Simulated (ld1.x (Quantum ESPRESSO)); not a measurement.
## Hg (Z = 80): one change to an ultrasoft potential, before and after

```
Element                 : Hg (Z = 80)
Generator               : ld1.x (Quantum ESPRESSO) 7.5
Type                    : ultrasoft
Functional              : PBE
Relativity              : scalar-relativistic
Frozen core             : [Xe] 4f14
Valence charge          : 12
Reference configuration : 5d10 6s1.75 6p0.25
Partial waves           : 6s (bound): rcut 1.60, rcutus 2.00 bohr; 6s channel at 3.95 Ry: rcut 1.60, rcutus 2.00 bohr; 6p (bound): rcut 2.20, rcutus 2.80 bohr; 6p channel at 1.1 Ry: rcut 2.20, rcutus 2.80 bohr; 5d (bound): rcut 1.15, rcutus 1.45 bohr; 5d channel at 2.2 Ry: rcut 1.15, rcutus 1.45 bohr
Local potential         : all-electron potential smoothed inside 1.15 bohr (lloc = -1)
Core correction         : a·sin(br)/r model core inside 0.85 bohr
Augmentation charge     : built from norm-conserving waves at rcut, not smoothed further
```

Change: waves 6p (bound): rcut 2.20, rcutus 3.38 bohr; 6p channel at 1.1 Ry: rcut 2.20, rcutus 3.38 bohr.

Cutoffs: the cutoffs (Ry, on a coarse ladder) from which the occupation-weighted sum of valence levels, in a spherical-Bessel basis at the reference potential, stays within 10 and 1 mRy of its value at 400 Ry; they do not see the model core or the augmentation charge, which bear on the density cutoff. Errors are all-electron minus pseudo energies relative to the spin-unpolarised reference configuration.

**Question.** What does the change do?

**Answer.** The bound ghosts move from p, s to s; the errors of the 7 common tests hardly move.

```tsv
quantity	base	changed
cutoffs, loose and tight	50 Ry, 90 Ry	not determined
bound ghosts	p, s	s (p not tested, overlap not positive)
error for 5d10 6s2 6p0, meV [ΔE -1.46 eV]	+0.4	+0.4
error for 5d10 6s1 6p0, meV [ΔE 9.23 eV]	-6.8	-6.8
error for 5d10 6s0 6p0, meV [ΔE 28.21 eV]	-30	-30
error for 5d10 6s1.5 6p0, meV [ΔE 2.90 eV]	-1.7	-1.7
error for 5d10 6s0 6p1, meV [ΔE 16.64 eV]	-12	-12
error for 5d10 6s0 6p2, meV [ΔE 11.12 eV]	-9.0	-8.9
error for 5d8 6s0 6p0, meV [ΔE 113.49 eV]	-336	-336
lowest overlap eigenvalue by channel	s 0.59, p 0.11, d 0.89	s 0.59, p -0.03, d 0.89
```

Changed file: the overlap operator is not positive definite in a basis up to 400 Ry (lowest eigenvalue p -0.03), so the file is unfit for use: the generalised eigenproblem breaks down once the basis is large enough, and its test numbers describe a broken file. A true bound ghost makes a file unfit for plane-wave use even where its test errors are small: the radial tests pick states by their node count and pass the ghost by.
